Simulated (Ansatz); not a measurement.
Reaction (redistribution): `O[SiH2]C([SiH3])Cl` + `O=C1C[SiH]1O` → `O=C1C[SiH]1[SiH2]O` + `OC([SiH3])Cl`

Computed with Ansatz on PBE0-D4/def2-TZVP structures; ΔE is electronic, products minus reactants. CCSD(T)/CBS adds triple-zeta CCSD(T) − MP2 to the extrapolated MP2 energy (def2 sets, frozen cores). Functionals use def2-TZVPP. Each species was taken in one conformer, which may not be the lowest.

`O[SiH2]C([SiH3])Cl`:

Z-matrix (Å, degrees):
```
Si
C 1 1.881
O 1 1.641 2 111.1
H 1 1.482 2 109.3 3 -117.0
H 1 1.486 2 107.2 3 122.8
Cl 2 1.806 1 106.3 3 -55.0
Si 2 1.883 1 116.1 3 -175.4
H 2 1.094 1 109.7 3 59.6
H 3 0.960 1 116.3 2 54.9
H 7 1.484 2 109.8 1 178.6
H 7 1.483 2 109.3 1 57.9
H 7 1.488 2 108.4 1 -61.6
```

`O=C1C[SiH]1O`:

Cartesian coordinates in Å:
```
O 1.778 -1.497 -0.242
C 1.092 -0.519 -0.160
C 0.531 0.266 0.986
Si -0.447 0.423 -0.631
O -1.873 -0.295 -0.978
H 0.980 1.265 1.056
H 0.409 -0.201 1.962
H -0.508 1.798 -1.166
H -1.962 -1.238 -0.828
```

`O=C1C[SiH]1[SiH2]O`:

Z-matrix (Å, degrees):
```
C
C 1 1.490
Si 1 1.912 2 66.4
H 1 1.091 2 114.6 3 107.7
H 1 1.089 2 116.7 3 -117.5
O 2 1.190 1 138.2 3 172.7
Si 3 2.322 1 116.2 2 107.7
H 3 1.484 1 116.5 2 -102.8
O 7 1.651 3 108.3 1 89.1
H 7 1.490 3 110.3 1 -148.8
H 7 1.491 3 107.1 1 -31.6
H 9 0.959 7 118.0 3 176.6
```

`OC([SiH3])Cl`:

```xyz
9

O    -0.047    0.865    1.405
C     0.538    0.071    0.441
Si   -0.661   -0.165   -1.015
Cl    0.925   -1.595    1.081
H     0.587    1.041    2.109
H     1.514    0.447    0.121
H    -1.888   -0.828   -0.515
H     0.019   -1.001   -2.034
H    -0.986    1.166   -1.592
```

(1) Is it downhill or uphill in electronic energy at CCSD(T)/CBS, and by how much? (An estimate is asked.)

(2) What do these levels give: PBE-D4, r2SCAN-D4, ωB97X-V, B2PLYP, CCSD/def2-TZVPP, MP2/def2-QZVPP? (Best estimate.)

Largest T1 diagnostic among the species: 0.017.

Results:

(1) Computed: Uphill: ΔE = +177.4 kJ/mol.

(2) Computed: PBE-D4 147.1, r2SCAN-D4 167.4, ωB97X-V 168.2, B2PLYP 173.1, CCSD/def2-TZVPP 175.7, MP2/def2-QZVPP 192.9 kJ/mol.

The D4 term adds +5.2 kJ/mol with B3LYP and +2.7 kJ/mol with PBE0; it sums over pairs of atoms, weighted by their polarisabilities, and B3LYP, whose exchange is more repulsive, gets the larger term. From PBE to PBE0 (25 % exact exchange), in def2-TZVPP and without D4, ΔE moves by +11.5 kJ/mol.

B3LYP here is the variant with VWN-RPA as its local correlation; programs differ in this.
